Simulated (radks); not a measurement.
Trend from La to Lu: ionisation energy by Delta-SCF between NIST ground configurations, and size. All-electron calculation, scalar-relativistic Kohn-Sham, PBEsol, spin-polarised, spherical densities, finite nucleus; open shells are filled with parallel spins first (spin-orbit coupling, left out, can overturn this in heavy ions); Fermi nuclear charge, rms radius of each element as measured or else 0.836 A^(1/3) + 0.57 fm. Program: a radial shooting solver on a logarithmic mesh with Libxc functionals.

La: configuration [Xe] 5d1 6s2; IE (eV) 5.581; NIST (eV) 5.577; kind exp.; outermost 6s; <r> outermost (bohr) 4.46
Ce: configuration [Xe] 4f1 5d1 6s2; IE (eV) 5.707; NIST (eV) 5.539; kind exp.; outermost 6s; <r> outermost (bohr) 4.40
Pr: configuration [Xe] 4f3 6s2; IE (eV) 5.398; NIST (eV) 5.470; kind semi-emp.; outermost 6s; <r> outermost (bohr) 4.54
Nd: configuration [Xe] 4f4 6s2; IE (eV) 5.445; NIST (eV) 5.525; kind exp.; outermost 6s; <r> outermost (bohr) 4.49
Pm: configuration [Xe] 4f5 6s2; IE (eV) 5.492; NIST (eV) 5.582; kind exp.; outermost 6s; <r> outermost (bohr) 4.44
Sm: configuration [Xe] 4f6 6s2; IE (eV) 5.538; NIST (eV) 5.644; kind exp.; outermost 6s; <r> outermost (bohr) 4.40
Eu: configuration [Xe] 4f7 6s2; IE (eV) 5.586; NIST (eV) 5.670; kind exp.; outermost 6s; <r> outermost (bohr) 4.35
Gd: configuration [Xe] 4f7 5d1 6s2; IE (eV) 5.966; NIST (eV) 6.150; kind exp.; outermost 6s; <r> outermost (bohr) 4.11
Tb: configuration [Xe] 4f9 6s2; IE (eV) 5.838; NIST (eV) 5.864; kind exp.; outermost 6s; <r> outermost (bohr) 4.19
Dy: configuration [Xe] 4f10 6s2; IE (eV) 5.939; NIST (eV) 5.939; kind exp.; outermost 6s; <r> outermost (bohr) 4.13
Ho: configuration [Xe] 4f11 6s2; IE (eV) 6.033; NIST (eV) 6.022; kind exp.; outermost 6s; <r> outermost (bohr) 4.07
Er: configuration [Xe] 4f12 6s2; IE (eV) 6.124; NIST (eV) 6.108; kind exp.; outermost 6s; <r> outermost (bohr) 4.01
Tm: configuration [Xe] 4f13 6s2; IE (eV) 6.213; NIST (eV) 6.184; kind exp.; outermost 6s; <r> outermost (bohr) 3.96
Yb: configuration [Xe] 4f14 6s2; IE (eV) 6.301; NIST (eV) 6.254; kind exp.; outermost 6s; <r> outermost (bohr) 3.91
Lu: configuration [Xe] 4f14 5d1 6s2; IE (eV) 5.422; NIST (eV) 5.426; kind exp.; outermost 6s; <r> outermost (bohr) 3.67

Reference values: NIST Atomic Spectra Database (exp. = measured, semi-emp. = semi-empirical, theory = theoretical value adopted there). Open shells are spherical and high-spin; term and fine-structure splittings are not resolved. Spin-orbit splitting is averaged out at the scalar-relativistic level.
